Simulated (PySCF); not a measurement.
# `CC(=O)c1sccc1C`, C₇H₈OS

Molfile (atoms numbered from 1):
```
C7H8OS
     RDKit          3D

 17 17  0  0  0  0  0  0  0  0999 V2000
    2.5170   -0.6916   -0.1282 C   0  0  0  0  0  0  0  0  0  0  0  0
    1.3284    0.1905   -0.4289 C   0  0  0  0  0  0  0  0  0  0  0  0
    1.4637    1.2818   -0.9464 O   0  0  0  0  0  0  0  0  0  0  0  0
   -0.0079   -0.3152   -0.0735 C   0  0  0  0  0  0  0  0  0  0  0  0
   -0.2286   -1.8681    0.6680 S   0  0  0  0  0  0  0  0  0  0  0  0
   -1.9214   -1.6634    0.7252 C   0  0  0  0  0  0  0  0  0  0  0  0
   -2.3103   -0.4567    0.1992 C   0  0  0  0  0  0  0  0  0  0  0  0
   -1.2227    0.3330   -0.2655 C   0  0  0  0  0  0  0  0  0  0  0  0
   -1.3836    1.6849   -0.8795 C   0  0  0  0  0  0  0  0  0  0  0  0
    2.4291   -1.6565   -0.6522 H   0  0  0  0  0  0  0  0  0  0  0  0
    2.5777   -0.9095    0.9498 H   0  0  0  0  0  0  0  0  0  0  0  0
    3.4311   -0.1796   -0.4515 H   0  0  0  0  0  0  0  0  0  0  0  0
   -2.5548   -2.4440    1.1451 H   0  0  0  0  0  0  0  0  0  0  0  0
   -3.3514   -0.1348    0.1432 H   0  0  0  0  0  0  0  0  0  0  0  0
   -0.9661    1.7091   -1.8965 H   0  0  0  0  0  0  0  0  0  0  0  0
   -0.8249    2.4446   -0.3138 H   0  0  0  0  0  0  0  0  0  0  0  0
   -2.4440    1.9700   -0.9174 H   0  0  0  0  0  0  0  0  0  0  0  0
  1  2  1  0
  2  3  2  0
  2  4  1  0
  4  5  1  0
  5  6  1  0
  6  7  2  0
  7  8  1  0
  8  9  1  0
  8  4  2  0
  1 10  1  0
  1 11  1  0
  1 12  1  0
  6 13  1  0
  7 14  1  0
  9 15  1  0
  9 16  1  0
  9 17  1  0
M  END
```

Computed, not measured: quadratic response CAM-B3LYP/aug-cc-pVDZ first hyperpolarisability, Taylor convention, gas phase (PySCF 2.14.0). Geometry: PBE0-D3(BJ)/def2-SVP.

**Question.** Give the tensor of the second harmonic β(−2ω;ω,ω) at 1907 nm in the axes of these coordinates.

**Answer.** In au, Taylor convention; rows are the first index (the induced dipole):
|  | xx | yy | zz | xy | xz | yz |
| --- | --- | --- | --- | --- | --- | --- |
| x | -239.9 | -53.1 | -11.0 | -69.5 | +57.0 | +43.8 |
| y | -71.3 | +119.8 | +38.4 | -56.4 | +45.5 | +0.8 |
| z | +57.9 | +0.3 | -71.0 | +45.3 | -11.8 | +38.1 |

Norm of βᵢ = ⅓ Σⱼ (βᵢⱼⱼ + βⱼᵢⱼ + βⱼⱼᵢ): 319.3 au, hyper-Rayleigh value 140.9 au.
